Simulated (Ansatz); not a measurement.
`NC1([SiH3])CO1`. Charge 0, multiplicity 1. Geometry: relaxed with PBE0-D4/def2-TZVP. It is one conformer, not always the lowest.

```xyz
12

N     1.396    0.712   -0.318
C     0.205   -0.033   -0.203
Si   -0.588   -0.022    1.507
C    -0.634   -0.229   -1.382
O     0.119   -1.317   -0.882
H     2.119    0.371    0.303
H     1.757    0.727   -1.264
H    -1.777   -0.908    1.479
H    -0.990    1.358    1.881
H     0.398   -0.524    2.502
H    -0.290    0.180   -2.331
H    -1.716   -0.315   -1.293
```

Task: What is the dipole moment at B3LYP/def2-TZVPP? (An estimate is asked.)

Result: Ansatz gave: 1.18 D, with components (0.35, 0.99, -0.54) D in this frame, pointing from negative to positive charge.

Task: And with PBE, r2SCAN, ωB97M-V? (Best estimate.)

Result: Computed: PBE 1.17 D, r2SCAN 1.18 D, ωB97M-V 1.16 D.

Task: Give the Mulliken charges with B3LYP, ωB97M-V, r2SCAN in def2-TZVPP. (Estimate.)

Result: Computed: 
```tsv
atom	B3LYP	ωB97M-V	r2SCAN
N1	-0.31	-0.27	-0.34
C2	0.15	0.09	0.13
Si3	0.29	0.20	0.31
C4	0.01	0.00	0.10
O5	-0.36	-0.33	-0.34
H6	0.14	0.12	0.15
H7	0.13	0.10	0.13
H8	-0.06	-0.02	-0.07
H9	-0.06	-0.02	-0.07
H10	-0.07	-0.03	-0.07
H11	0.07	0.08	0.03
H12	0.08	0.09	0.04
```

B3LYP here is the variant with VWN-RPA as its local correlation; programs differ in this.
